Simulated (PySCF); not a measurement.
Compound: C2HFO4Si.
Z-matrix (Å and degrees, GFN2-xTB geometry), rows numbered from 1:
```
O 
C   1  1.1852
O   2  1.3470  1  124.54
Si  3  1.6447  2  113.35  1  -178.20
F   4  1.5852  3  109.38  2  -115.23
O   4  1.6446  3   95.11  2    -2.63
C   6  1.3470  4  113.32  3     2.77
O   7  1.1851  2  126.38  1     0.27
H   4  1.4319  3  113.09  2   115.14
```

Probes without a nucleus sit at each ring's centroid and 1 Å off its mean plane on both sides; NICS is minus the shielding there, NICSzz its component along the normal. Level: GIAO PBE0/pcSseg-1 (PySCF, non-relativistic, gas phase) on the GFN2-xTB geometry, one conformer.

Ring bond lengths (Å), with Mayer bond orders in brackets: C2–O3 1.347 (0.99), O3–Si4 1.645 (0.93), Si4–O6 1.645 (0.93), O6–C7 1.347 (0.99), C7–C2 1.547 (0.91).

Task: Give the NICS values of each ring in ppm.

Result: 
```json
{"ring": "C2–O3–Si4–O6–C7", "type": "5-membered ring with 2 O and Si; formal bonds all single", "NICS(0)": "-2.0", "NICS(1), two faces": "-2.2 / -2.6", "NICS(1)zz, two faces": "-0.8 / -2.3", "rms pucker (Å)": "0.01", "centre to ring atoms, mean (Å)": "1.28"}
```

Task: What can be read from them?

Result: 
- C2–O3–Si4–O6–C7: mean NICS(1)zz -1.5 ppm, near zero. Si4 has four or more neighbours; no verdict on aromaticity is drawn.

Task: At the first NICS(1) probe listed for ring C2–O3–Si4–O6–C7, 1 Å off the ring, how large is the induced field along the normal in 7.05 T applied along it?

Result: NICSzz × B0 = -0.8 ppm × 7.05 T = -6 μT, against the applied field.

The run took about 40 s of CPU time (one thread, shared machine). This is the whole shielding run at PBE0/pcSseg-1, SCF included.
